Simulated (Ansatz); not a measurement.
System: GeO, charge 1, doublet. GeO+ (parent SMILES [O]=[Ge], doublet).
B3LYP-D3(BJ)/def2-TZVP minimum from Ansatz (an electronic-structure program):
```xyz
2

Ge     0.0000     0.0000    -0.3569
O      0.0000     0.0000     1.4274
```
Charge +1, spin multiplicity 2.

Total energies in cc-pVTZ, 9 correlated electrons, 15 frozen orbitals. UHF or UKS for unpaired electrons; spin-orbit terms are left out. Correlated methods leave the cores frozen (noble-gas shells, and filled d and f shells in the p block). No relativity. The spin of GeO+ (parent SMILES [O]=[Ge], doublet) was assumed, and the state is the lowest solution found for it.

```tsv
method	program	energy (Eh)	minus CCSDT(Q) (mEh)
HF	Ansatz	-2149.96595	281.93
MP2	Ansatz	-2150.21565	32.23
CCSD	Ansatz	-2150.23580	12.08
CCSD(T)	Ansatz	-2150.24620	1.68
CCSDT(Q)	Ansatz	-2150.24788	0.00
```

Rough core times of Ansatz's runs on a shared machine: CCSD(T) 20 s, CCSDT(Q) 80 s.
